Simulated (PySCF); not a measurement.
# UHF on Al (aluminium, neutral)

Configuration: [Ne] 3s2 3d1, 2D determinant (an excited configuration). Calculation: PySCF 2.14, in x2c-TZVPPall with one added diffuse shell each of s, p, d type (6s6p4d1f, 51 functions); scalar relativity by spin-free X2C-1e.

* Total energy: -242.147300 hartree
* One-electron energy: -335.5449 hartree
* Hartree (Coulomb) energy: 111.4198 hartree
* Exchange energy: -18.0222 hartree
* ⟨S²⟩: 0.7504
* ⟨L²⟩: 6.001
* Sum of ⟨r⟩: 16.29 bohr
* Sum of ⟨r²⟩: 61.19 bohr²
* Traceless quadrupole moment −½Σ⟨3z² − r²⟩ along its main axis: 12.3 e·bohr²
* Langevin diamagnetic susceptibility: -48.5 ×10⁻⁶ cm³/mol

```tsv
shell	electrons	mean orbital energy (eV)	spread (eV)	rms radius, mean of both spins (bohr)
1s β	1	-1598.9	0	0.139
1s α	1	-1598.9	0	0.139
2s β	1	-137.79	0	0.675
2s α	1	-137.78	0	0.675
2p β	3	-91.147	0.010	0.674
2p α	3	-91.144	0.009	0.674
3s α	1	-13.162	0	2.64
3s β	1	-13.079	0	2.64
3d α	1	-1.166	0	6.60
```

The outer electron is Rydberg-like, and this basis confines it to a smaller radius and binds it less than a complete one would.

Densities and radii are taken from the X2C orbitals without a picture-change correction, which distorts them close to the nucleus.

Spin-orbit constants ζ (cm⁻¹) from the X2C one-electron operator on these orbitals: bare nucleus, nucleus screened by l(l+1)(2l+1)/3 electrons, and screened by the Breit-Pauli mean field of the electrons.

```
shell    bare  screened nucleus  mean field
   2p    2652              2244        2060
   3d  0.8124            0.1875     0.04757
```

To first order the Landé constant is A = 0.04757 cm⁻¹, so the lowest level has J = 3/2 and lies 8.85e-06 eV below the centre of the term.
